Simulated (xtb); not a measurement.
Job for xtb: GFN2-xTB on C4H8 (a complex), monomers drawn apart or pushed together.

```
$ xtb mol.xyz --gfn 2 --sp --chrg 0 --uhf 0
12

C      0.72255759     0.10536951     0.54328835
C     -0.56149168    -0.21801594     0.49865039
H      1.31211242     0.21835379    -0.35854265
H      1.23772250     0.27087242     1.48170338
H     -1.15372802    -0.33155841     1.39853380
H     -1.07401047    -0.38261182    -0.44149369
C     -0.25807914     0.70964840     4.64162682
C      0.06462741    -0.57429300     4.69368026
H     -0.35799766     1.23585448     3.70006565
H     -0.43589010     1.28810066     5.54019578
H      0.16375511    -1.09785439     5.63692150
H      0.24288075    -1.15542870     3.79704996
```

The log:

```
[...]
           -------------------------------------------------
          |                Calculation Setup                |
           -------------------------------------------------



molecular fragmentation (1/2 indicates fragments):
111111222222
# atoms in fragment 1/2:     6     6
 fragment masses (1/2) :       28.05       28.05
CMA distance (Bohr)    :   7.847
constraining FC (au)   :  0.0500

           -------------------------------------------------
          |                 G F N 2 - x T B                 |
           -------------------------------------------------

        Reference                      10.1021/acs.jctc.8b01176
      * Hamiltonian:
        H0-scaling (s, p, d)           1.850000    2.230000    2.230000
        zeta-weighting                 0.500000
      * Dispersion:
        s8                             2.700000
        a1                             0.520000
        a2                             5.000000
        s9                             5.000000
      * Repulsion:
        kExp                           1.500000    1.000000
        rExp                           1.000000
      * Coulomb:
        alpha                          2.000000
        third order                    shell-resolved
        anisotropic                    true
        a3                             3.000000
        a5                             4.000000
        cn-shift                       1.200000
        cn-exp                         4.000000
        max-rad                        5.000000


          ...................................................
          :                      SETUP                      :
          :.................................................:
          :  # basis functions                  24          :
          :  # atomic orbitals                  24          :
          :  # shells                           16          :
          :  # electrons                        24          :
          :  max. iterations                   250          :
          :  Hamiltonian                  GFN2-xTB          :
          :  restarted?                      false          :
          :  GBSA solvation                  false          :
          :  PC potential                    false          :
          :  electronic temp.          300.0000000     K    :
          :  accuracy                    1.0000000          :
          :  -> integral cutoff          0.2500000E+02      :
          :  -> integral neglect         0.1000000E-07      :
          :  -> SCF convergence          0.1000000E-05 Eh   :
          :  -> wf. convergence          0.1000000E-03 e    :
          :  Broyden damping             0.4000000          :
          :  net charge                          0          :
          :  unpaired electrons                  0          :
          ...................................................

 iter      E             dE          RMSdq      gap      omega  full diag
   1    -12.7561120 -0.127561E+02  0.507E+00    5.63       0.0  T
   2    -12.7858139 -0.297020E-01  0.300E+00    5.61       1.0  T
   3    -12.7867701 -0.956193E-03  0.799E-01    5.58       1.0  T
   4    -12.7871324 -0.362262E-03  0.770E-02    5.58       1.0  T
   5    -12.7871320  0.435001E-06  0.131E-02    5.58       2.2  T
   6    -12.7871327 -0.759105E-06  0.177E-03    5.58      16.3  T
   7    -12.7871327 -0.485388E-08  0.331E-04    5.58      87.3  T
   8    -12.7871327  0.955502E-10  0.232E-04    5.58     124.3  T

   *** convergence criteria satisfied after 8 iterations ***

         #    Occupation            Energy/Eh            Energy/eV
      -------------------------------------------------------------
         1        2.0000           -0.6086869             -16.5632
       ...           ...                  ...                  ...
         6        2.0000           -0.5027307             -13.6800
         7        2.0000           -0.4713030             -12.8248
         8        2.0000           -0.4693665             -12.7721
         9        2.0000           -0.4316550             -11.7459
        10        2.0000           -0.4316480             -11.7457
        11        2.0000           -0.4143993             -11.2764
        12        2.0000           -0.4143986             -11.2764 (HOMO)
        13                         -0.2094464              -5.6993 (LUMO)
        14                         -0.2093589              -5.6969
        15                          0.1319814               3.5914
        16                          0.1320116               3.5922
        17                          0.1378831               3.7520
       ...                                ...                  ...
        24                          0.5796652              15.7735
      -------------------------------------------------------------
                  HL-Gap            0.2049522 Eh            5.5770 eV
             Fermi-level           -0.3119225 Eh           -8.4878 eV

 SCC (total)                   0 d,  0 h,  0 min,  0.007 sec
 SCC setup                      ...        0 min,  0.000 sec (  2.224%)
 Dispersion                     ...        0 min,  0.000 sec (  1.546%)
 classical contributions        ...        0 min,  0.000 sec (  0.610%)
 integral evaluation            ...        0 min,  0.001 sec ( 13.307%)
 iterations                     ...        0 min,  0.003 sec ( 49.330%)
 molecular gradient             ...        0 min,  0.002 sec ( 29.508%)
 printout                       ...        0 min,  0.000 sec (  3.159%)

         :::::::::::::::::::::::::::::::::::::::::::::::::::::
         ::                     SUMMARY                     ::
         :::::::::::::::::::::::::::::::::::::::::::::::::::::
         :: total energy             -12.543836447832 Eh    ::
         :: gradient norm              0.018353407672 Eh/a0 ::
         :: HOMO-LUMO gap              5.577033173139 eV    ::
         ::.................................................::
         :: SCC energy               -12.787126282733 Eh    ::
         :: -> isotropic ES            0.002516565199 Eh    ::
         :: -> anisotropic ES          0.003528998052 Eh    ::
         :: -> anisotropic XC          0.015690900015 Eh    ::
         :: -> dispersion             -0.004324956007 Eh    ::
         :: repulsion energy           0.243289834900 Eh    ::
         :: add. restraining           0.000000000000 Eh    ::
         :: total charge               0.000000000000 e     ::
         :::::::::::::::::::::::::::::::::::::::::::::::::::::

           -------------------------------------------------
          |                Property Printout                |
           -------------------------------------------------

    * Orbital Energies and Occupations

         #    Occupation            Energy/Eh            Energy/eV
      -------------------------------------------------------------
         1        2.0000           -0.6086869             -16.5632
         2        2.0000           -0.6079057             -16.5420
         3        2.0000           -0.5482493             -14.9186
         4        2.0000           -0.5482469             -14.9186
         5        2.0000           -0.5080956             -13.8260
         6        2.0000           -0.5027307             -13.6800
         7        2.0000           -0.4713030             -12.8248
         8        2.0000           -0.4693665             -12.7721
         9        2.0000           -0.4316550             -11.7459
        10        2.0000           -0.4316480             -11.7457
        11        2.0000           -0.4143993             -11.2764
        12        2.0000           -0.4143986             -11.2764 (HOMO)
        13                         -0.2094464              -5.6993 (LUMO)
        14                         -0.2093589              -5.6969
        15                          0.1319814               3.5914
        16                          0.1320116               3.5922
        17                          0.1378831               3.7520
        18                          0.1604935               4.3673
        19                          0.1789934               4.8707
        20                          0.2188361               5.9548
        21                          0.4275122              11.6332
        22                          0.4275398              11.6339
        23                          0.5796573              15.7733
        24                          0.5796652              15.7735
      -------------------------------------------------------------
                  HL-Gap            0.2049522 Eh            5.5770 eV
             Fermi-level           -0.3119225 Eh           -8.4878 eV

     #   Z          covCN         q      C6AA      α(0)
     1   6 C        2.831    -0.077    29.917     8.963
     2   6 C        2.831    -0.077    29.917     8.963
     3   1 H        0.925     0.037     2.485     2.465
     4   1 H        0.925     0.040     2.450     2.448
     5   1 H        0.925     0.040     2.450     2.448
     6   1 H        0.925     0.037     2.485     2.465
     7   6 C        2.831    -0.077    29.917     8.963
     8   6 C        2.831    -0.077    29.917     8.963
     9   1 H        0.925     0.040     2.450     2.448
    10   1 H        0.925     0.037     2.485     2.465
    11   1 H        0.925     0.037     2.486     2.465
    12   1 H        0.925     0.040     2.450     2.448

 Mol. C6AA /au·bohr⁶  :       1185.764668
 Mol. C8AA /au·bohr⁸  :      26021.504559
 Mol. α(0) /au        :         55.504123


Wiberg/Mayer (AO) data.
largest (>0.10) Wiberg bond orders for each atom

 ---------------------------------------------------------------------------
     #   Z sym  total        # sym  WBO       # sym  WBO       # sym  WBO
 ---------------------------------------------------------------------------
     1   6 C    3.992 --     2 C    2.036     3 H    0.978     4 H    0.977
     2   6 C    3.992 --     1 C    2.036     6 H    0.978     5 H    0.977
     3   1 H    0.999 --     1 C    0.978
     4   1 H    0.998 --     1 C    0.977
     5   1 H    0.998 --     2 C    0.977
     6   1 H    0.999 --     2 C    0.978
     7   6 C    3.992 --     8 C    2.036    10 H    0.978     9 H    0.977
     8   6 C    3.992 --     7 C    2.036    11 H    0.978    12 H    0.977
     9   1 H    0.998 --     7 C    0.977
    10   1 H    0.999 --     7 C    0.978
    11   1 H    0.999 --     8 C    0.978
    12   1 H    0.998 --     8 C    0.977
 ---------------------------------------------------------------------------

Topologies differ in total number of bonds
Writing topology from bond orders to xtbtopo.mol

molecular dipole:
                 x           y           z       tot (Debye)
 q only:       -0.000       0.000      -0.000
   full:       -0.000       0.000      -0.000       0.000
molecular quadrupole (traceless):
                xx          xy          yy          xz          yz          zz
 q only:       -0.099      -0.001      -0.100      -0.013       0.008       0.198
  q+dip:       -1.025      -0.006      -1.031      -0.131       0.086       2.056
   full:       -0.594      -0.003      -0.597      -0.076       0.050       1.192


           -------------------------------------------------
          | TOTAL ENERGY              -12.543836447832 Eh   |
          | GRADIENT NORM               0.018353407672 Eh/α |
          | HOMO-LUMO GAP               5.577033173139 eV   |
           -------------------------------------------------

------------------------------------------------------------------------
------------------------------------------------------------------------
 total:
Note: The following floating-point exceptions are signalling: IEEE_UNDERFLOW_FLAG IEEE_DENORMAL
normal termination of xtb
 SCF:
```

The run finished.

Cost: around 0.06 core-seconds (rough).
